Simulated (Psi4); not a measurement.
CH3O2 (SMILES O=C[OH2+]), charge +1, singlet, geometry from GFN2-xTB, with bond 3-2 at 1.3 times its length; R2SCAN/STO-3G (Psi4).

The Psi4 input:
```
memory 2 GB

molecule mol {
1 1
  O    -0.996704   -0.486791   -0.020502
  C     0.162609    0.529378   -0.007031
  O     1.542898   -0.008332    0.148208
  H    -0.703626   -1.428893   -0.052034
  H    -0.301851    1.512574   -0.077054
  H    -1.791505   -0.291660   -0.563782
}

set basis sto-3g
set reference rks
set diis_max_vecs 3

energy('r2scan')
print_variables()
```

Question: What does Psi4 print? Leave out banner, timings and long lists.

Answer: 
```
   => Loading Basis Set <=

    Name: STO-3G
    Role: ORBITAL
    Keyword: BASIS

         ---------------------------------------------------------
                                   SCF
               by Justin Turney, Rob Parrish, Andy Simmonett
                          and Daniel G. A. Smith
                              RKS Reference
         ---------------------------------------------------------

  ==> Geometry <==

    Molecular point group: c1
    Full point group: C1

    Geometry (in Angstrom), charge = 1, multiplicity = 1:

       Center              X                  Y                   Z               Mass
    ------------   -----------------  -----------------  -----------------  -----------------
         O           -1.164077173032    -0.449003386926    -0.047302558993    15.994914619570
         C           -0.004764173032     0.567165613074    -0.033831558993    12.000000000000
         O            1.375524826968     0.029455613074     0.121407441007    15.994914619570
         H           -0.870999173032    -1.391105386926    -0.078834558993     1.007825032230
         H           -0.469224173032     1.550361613074    -0.103854558993     1.007825032230
         H           -1.958878173032    -0.253872386926    -0.590582558993     1.007825032230

  Running in c1 symmetry.

  Rotational constants: A =      1.73755  B =      0.28340  C =      0.24510 [cm^-1]
  Rotational constants: A =  52090.51048  B =   8495.97104  C =   7348.01763 [MHz]
  Nuclear repulsion =   68.357414870895568

  Charge       = 1
  Multiplicity = 1
  Electrons    = 24
  Nalpha       = 12
  Nbeta        = 12

  ==> Algorithm <==

  SCF Algorithm Type is DF.
  DIIS enabled.
  MOM disabled.
  Fractional occupation disabled.
  Guess Type is SAD.
  Energy threshold   = 1.00e-06
  Density threshold  = 1.00e-06
  Integral threshold = 1.00e-12

  ==> Primary Basis <==

  Basis Set: STO-3G
    Blend: STO-3G
    Number of shells: 12
    Number of basis functions: 18
    Number of Cartesian functions: 18
    Spherical Harmonics?: true
    Max angular momentum: 1

  ==> DFT Potential <==

   => LibXC <=

    Version 7.1.2
    S. Lehtola, C. Steigemann, M. J. T. Oliveira, and M. A. L. Marques,  SoftwareX 7, 1–5 (2018) (10.1016/j.softx.2017.11.002)

   => Composite Functional: R2SCAN <=

    r2SCAN Meta-GGA XC Functional  (0.1021/acs.jpclett.0c02405)
    J. W. Furness, A. D. Kaplan, J. Ning, J. P. Perdew, J. Sun  J. Phys. Chem. Lett.  11, 8208–8215, 2020

    Deriv               =              1
    GGA                 =           TRUE
    Meta                =           TRUE

    Exchange Hybrid     =          FALSE
    MP2 Hybrid          =          FALSE

   => Exchange Functionals <=

    1.0000   XC_MGGA_X_R2SCAN

   => Correlation Functionals <=

    1.0000   XC_MGGA_C_R2SCAN

   => LibXC Density Thresholds  <==

    XC_MGGA_C_R2SCAN:  1.00E-15
    XC_MGGA_X_R2SCAN:  1.00E-11

   => Molecular Quadrature <=

    Radial Scheme          =       TREUTLER
    Pruning Scheme         =           NONE
    Nuclear Scheme         =       TREUTLER

    Blocking Scheme        =         OCTREE
    BS radius alpha        =              1
    Pruning alpha          =              1
    Radial Points          =             75
    Spherical Points       =            302
    Total Points           =         129294
    Total Blocks           =           1032
    Max Points             =            256
    Max Functions          =             18
    Weights Tolerance      =       1.00E-15

   => Loading Basis Set <=

    Name: (STO-3G AUX)
    Role: JKFIT
    Keyword: DF_BASIS_SCF

  ==> Integral Setup <==

  SCF_SUBTYPE=INCORE selected. In-core MEM_DF algorithm will be used.
  Using in-core AOs.

  ==> MemDFJK: Density-Fitted J/K Matrices <==

    J tasked:                   Yes
    K tasked:                    No
    wK tasked:                   No
    Algorithm:                 Core
    Schwarz Cutoff:           1E-12
    Mask sparsity (%):       0.6173
    Fitting Condition:        1E-10

   => Auxiliary Basis Set <=

  Basis Set: (STO-3G AUX)
    Blend: DEF2-UNIVERSAL-JKFIT
    Number of shells: 93
    Number of basis functions: 283
    Number of Cartesian functions: 335
    Spherical Harmonics?: true
    Max angular momentum: 4

  Minimum eigenvalue in the overlap matrix is 3.0059956405E-01.
  Reciprocal condition number of the overlap matrix is 1.4772935744E-01.
    Using symmetric orthogonalization.

  ==> Pre-Iterations <==

  SCF Guess: Superposition of Atomic Densities via on-the-fly atomic UHF (no occupation information).

   -------------------------
    Irrep   Nso     Nmo
   -------------------------
     A         18      18
   -------------------------
    Total      18      18
   -------------------------

  ==> Iterations <==

                           Total Energy        Delta E     RMS |[F,P]|

   @DF-RKS iter SAD:  -186.26369034896160   -1.86264e+02   0.00000e+00
   @DF-RKS iter   1:  -187.14374067248696   -8.80050e-01   3.12962e-02 ADIIS/DIIS
   @DF-RKS iter   2:  -182.70584155499915    4.43790e+00   1.10237e-01 ADIIS
   @DF-RKS iter   3:  -186.62243511099592   -3.91659e+00   6.59858e-02 ADIIS/DIIS
   @DF-RKS iter   4:  -187.35252501454616   -7.30090e-01   9.05149e-03 ADIIS/DIIS
   @DF-RKS iter   5:  -187.36295159355956   -1.04266e-02   4.72488e-03 ADIIS/DIIS
   @DF-RKS iter   6:  -187.36702847883654   -4.07689e-03   1.15102e-03 ADIIS/DIIS
   @DF-RKS iter   7:  -187.36727995833877   -2.51480e-04   5.68249e-05 DIIS
   @DF-RKS iter   8:  -187.36727993731648    2.10223e-08   6.13811e-05 DIIS
   @DF-RKS iter   9:  -187.36727997788506   -4.05686e-08   6.32860e-05 DIIS
   @DF-RKS iter  10:  -187.36728062191048   -6.44025e-07   2.17244e-05 DIIS
   @DF-RKS iter  11:  -187.36728070479970   -8.28892e-08   5.23840e-06 DIIS
   @DF-RKS iter  12:  -187.36728070566602   -8.66322e-10   5.35500e-06 DIIS
   @DF-RKS iter  13:  -187.36728071115411   -5.48809e-09   1.97024e-06 DIIS
   @DF-RKS iter  14:  -187.36728071174394   -5.89836e-10   7.01791e-07 DIIS
  Energy and wave function converged.

  ==> Post-Iterations <==

   Electrons on quadrature grid:
      Ntotal   =   24.0000050576 ; deviation = 5.058e-06

    Orbital Energies [Eh]
    ---------------------

    Doubly Occupied:

       1A    -19.222298     2A    -19.036501     3A    -10.253890
       4A     -1.357075     5A     -1.125520     6A     -0.889259
       7A     -0.854747     8A     -0.711003     9A     -0.612730
      10A     -0.578363    11A     -0.468696    12A     -0.406597

    Virtual:

      13A     -0.300884    14A     -0.181670    15A     -0.076919
      16A     -0.023014    17A      0.015736    18A      0.183350

    Final Occupation by Irrep:
              A
    DOCC [    12 ]
    NA   [    12 ]
    NB   [    12 ]

  @DF-RKS Final Energy:  -187.36728071174394

   => Energetics <=

    Nuclear Repulsion Energy =             68.3574148708955676
    One-Electron Energy =                -385.4110981474960909
    Two-Electron Energy =                 152.7292809800674718
    DFT Exchange-Correlation Energy =     -23.0428784152109074
    Empirical Dispersion Energy =           0.0000000000000000
    VV10 Nonlocal Energy =                  0.0000000000000000
    Total Energy =                       -187.3672807117439447

Computation Completed

Properties will be evaluated at   0.000000,   0.000000,   0.000000 [a0]

Properties computed using the SCF density matrix

 Multipole Moments:

 ------------------------------------------------------------------------------------
     Multipole            Electronic (a.u.)      Nuclear  (a.u.)        Total (a.u.)
 ------------------------------------------------------------------------------------

 L = 1.  Multiply by 2.5417464519 to convert [e a0] to [Debye]
 Dipole X            :          1.1209541           -3.0917910           -1.9708369
 Dipole Y            :         -0.3480744           -0.0907157           -0.4387901
 Dipole Z            :          0.0960144           -0.7245625           -0.6285481
 Magnitude           :                                                    2.1146649

 ------------------------------------------------------------------------------------

  Variable Map:
  ----------------------------------------------------------------------------
  "CURRENT ENERGY"              =>    -187.367280711744
  "CURRENT REFERENCE ENERGY"    =>    -187.367280711744
  "DD SOLVATION ENERGY"         =>       0.000000000000
  "DFT FUNCTIONAL TOTAL ENERGY" =>    -187.367280711744
  "DFT TOTAL ENERGY"            =>    -187.367280711744
  "DFT VV10 ENERGY"             =>       0.000000000000
  "DFT XC ENERGY"               =>     -23.042878415211
  "GRID ELECTRONS ALPHA"        =>      12.000002528806
  "GRID ELECTRONS BETA"         =>      12.000002528806
  "GRID ELECTRONS TOTAL"        =>      24.000005057611
  "NUCLEAR REPULSION ENERGY"    =>      68.357414870896
  "ONE-ELECTRON ENERGY"         =>    -385.411098147496
  "PCM POLARIZATION ENERGY"     =>       0.000000000000
  "PE ENERGY"                   =>       0.000000000000
  "SCF ITERATION ENERGY"        =>    -187.367280711744
  "SCF ITERATIONS"              =>      14.000000000000
  "SCF TOTAL ENERGY"            =>    -187.367280711744
  "TWO-ELECTRON ENERGY"         =>     152.729280980067
  "XC GRID RADIAL POINTS"       =>      75.000000000000
  "XC GRID SPHERICAL POINTS"    =>     302.000000000000
  "XC GRID TOTAL POINTS"        =>  129294.000000000000

  Array Variable Map:
  ----------------------------------------------------------------------------
  "CURRENT DIPOLE"              =>      -1.970836896257 ... -0.628548133699 1 by 3
  "SCF DIPOLE"                  =>      -1.970836896257 ... -0.628548133699 1 by 3
  "SCF TOTAL ENERGIES"          =>    -186.263690348962 ... -187.367280711744 1 by 15
```
